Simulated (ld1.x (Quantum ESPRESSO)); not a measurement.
**Ranking RRKJ potentials for Co**

All share these settings but for the change named:

- Element: cobalt
- Generator: ld1.x (Quantum ESPRESSO) 7.5
- Type: norm-conserving RRKJ (Kleinman–Bylander form)
- Functional: LDA (PZ)
- Relativity: scalar-relativistic
- Frozen core: [Ne] 3s2
- Valence charge: 15
- Reference configuration: 3p6 3d7 4s0 4p0 (charge +2)
- Partial waves: 3p (bound): rc 0.85 bohr; 3d (bound): rc 0.90 bohr; 4s (bound, empty): rc 1.65 bohr
- Local potential: the s channel
- Core correction: none

Cutoff: the first of the cutoffs (Ry, on a coarse ladder) from which the occupation-weighted sum of valence levels, in a spherical-Bessel basis at the reference potential, stays within 10 and 1 mRy of its value at 400 Ry; the density cutoff is not measured.

The base gives 200 Ry.

Of 6 variants that were run, those that failed, showed a ghost or another fault, or gave nearly equal values are left out.

A variant can come out equal or close to the base.

Rank these variants from softest to hardest (loose cutoff).
A. all radii scaled by about 1.06 (s 1.76, p 0.90, d 0.96 bohr)
B. all radii scaled by about 0.89 (s 1.48, p 0.76, d 0.80 bohr)
C. all radii scaled by about 1.25 (s 2.06, p 1.06, d 1.12 bohr)
D. all radii scaled by about 1.34 (s 2.22, p 1.14, d 1.20 bohr)

D (120 Ry), C (140 Ry), A (180 Ry), B (260 Ry).
